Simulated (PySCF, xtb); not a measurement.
C₃H₄Cl₂OSi, SMILES Cl[Si](Cl)(OC)C#C.

GFN2-xTB run with xtb at its own geometry gives an orbital gap of 5.58 eV and a dipole moment of 3.08 D.

Coordinates come from a B3LYP-D3(BJ)/def2-SVP optimisation. Other conformers were not sampled.

Question: What does HF/def2-TZVP (PySCF) give? (An estimate is asked for; the answer gives what the named calculation found.)

Answer: gap 14.42 eV (levels -11.45 and 2.97 eV), dipole 2.98 D.
